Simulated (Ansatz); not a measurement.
A set of 12 reactions (bond dissociation), with CCSD(T)/CBS values in kJ/mol:

```tsv
reaction	ΔE
`BN(C)CF` → `[CH2]F`• + `B[N]C`•	436.3
`O[SiH](O)O[SiH](F)F` → `[O][SiH](O)O`• + `F[SiH]F`•	636.2
`C[CH2][Mg][F]` → F• + `C[CH2][Mg]`•	618.5
`F[SiH2][GeH3]` → H• + `F[SiH][GeH3]`•	404.6
`C[SiH](F)F` → `[CH3]`• + `F[SiH]F`•	430.3
`N[SiH2]O[SiH2]N` → H• + `N[SiH]O[SiH2]N`•	418.2
`N[SiH2]OC[SiH3]` → `[CH2][SiH3]`• + `N[SiH2][O]`•	390.6
`F[SiH2][GeH3]` → `[GeH3]`• + `F[SiH2]`•	330.1
`O[SiH2]O[SiH2]S` → `[SH]`• + `O[SiH2]O[SiH2]`•	409.6
`OBS[SiH3]` → `[BH]O`• + `[SiH3][S]`•	449.5
`CO[AsH2]` → `CO[AsH]`• + H•	321.9
`C[NH][InH][OH]` → `[OH][InH]`• + `C[NH]`•	303.1
```

Calculated with Ansatz (gas phase, PBE0-D4/def2-TZVP geometries, no zero-point term in ΔE). CCSD(T)/CBS is the MP2 limit (def2-TZVPP, def2-QZVPP) plus CCSD(T) − MP2 in def2-TZVPP, frozen cores. This one scheme is used for every species, atoms too. Functionals use def2-TZVPP. B3LYP here is the variant with VWN-RPA as its local correlation; programs differ in this. Open shells (•) are unrestricted, without spin–orbit coupling. Spin–orbit coupling would lower the free atoms: a little for F. def2 core potentials past Kr. Bonds to As, Ge, In, Mg are less sure, by a few kJ/mol each and by 10 to 20 or more in all where they break to atoms, as the def2 sets lack core-valence functions. Scalar relativity is left out up to krypton. One conformer a species, not always the lowest.

Question: Give the mean, mean absolute and largest difference (level minus CCSD(T)/CBS, kJ/mol) for: PBE-D4, PBE0-D4, ωB97X-V, ωB97M-V, B2PLYP, PBE, r2SCAN, B3LYP, SCS-MP2/def2-TZVPP, CCSD/def2-TZVPP, HF/def2-QZVPP, MP2/def2-QZVPP, SCS-MP2/def2-QZVPP, CCSD/CBS(def2). (An estimate is asked.)

Answer: Ansatz gave: 
```csv
level,mean,mean absolute,largest
PBE-D4,-26.3,26.3,-53.1
PBE0-D4,-24.8,24.8,-50.1
ωB97X-V,-8.5,8.6,-21.4
ωB97M-V,-7.0,8.3,-20.0
B2PLYP,-21.8,21.8,-33.3
PBE,-31.7,31.7,-63.7
r2SCAN,-34.0,34.0,-57.6
B3LYP,-35.7,35.7,-57.9
SCS-MP2/def2-TZVPP,-1.6,7.8,21.6
CCSD/def2-TZVPP,-20.5,20.5,-46.1
HF/def2-QZVPP,-125.9,125.9,-192.7
MP2/def2-QZVPP,10.4,17.0,34.6
SCS-MP2/def2-QZVPP,6.7,7.5,26.6
CCSD/CBS(def2),-7.3,7.5,-14.0
```

The largest T1 diagnostic in the set is 0.024, for `B[N]C`• (customary mark 0.045).

CCSD(T)/CBS is a level of theory with its own doubt, and the functionals carry their triple-zeta basis error, so these figures describe this set and don't rank the functionals.
